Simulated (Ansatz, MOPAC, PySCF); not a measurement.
Dimer: CH4O (SMILES CO) (first 6 atoms) with C2H3N (SMILES CC#N); geometry from B3LYP-D3(BJ)/def2-TZVP, rigid monomers moved along the line of their centres of mass till H6···N9 is 2.83 Å.
(charge 0, multiplicity 1):
```
atom    x (Å)    y (Å)    z (Å)
----  -------  -------  -------
C     -0.5814   0.1871  -0.7437
O      0.2525  -0.7388  -0.0773
H     -1.6344   0.0862  -0.4514
H     -0.5057  -0.0139  -1.8130
H     -0.2743   1.2262  -0.5693
H      0.1926  -0.5650   0.8728
C     -0.2913   0.5729   6.1643
C     -0.1815   0.2925   4.7430
N     -0.0941   0.0703   3.6205
H     -0.4907   1.6330   6.3216
H     -1.1056  -0.0081   6.5976
H      0.6383   0.3096   6.6691
```

Interaction energies are E(AB) − E(A) − E(B) at the monomers' geometry in the complex; basis-set methods are counterpoise corrected.

Frozen-core correlation. The state that PM7 reach isn't checked; PM7 holds dispersion and hydrogen-bond terms.

Programs: Ansatz (a quantum-chemistry and plane-wave program); MOPAC for PM7 (differences of heats of formation); PySCF for the dispersion terms. 

```
level                      interaction energy (meV)
-------------------------  ------------------------
PM7                                          -158.5
PBE-D4/def2-TZVPPD                           -142.4
r2SCAN-D3(BJ)/def2-TZVPPD                    -132.4
r2SCAN-D4/def2-TZVPPD                        -132.1
B3LYP/def2-TZVPPD                            -114.8
PBE0/def2-TZVPPD                                  …
PBE0-D4/def2-TZVPPD                               …
wB97M-V/def2-TZVPPD                          -132.1
CCSD(T)/aug-cc-pVDZ                          -131.8
```

Q: What belongs in the gaps?

A: 
- PBE0/def2-TZVPPD, interaction energy (meV): -124.3
- PBE0-D4/def2-TZVPPD, interaction energy (meV): -138.6
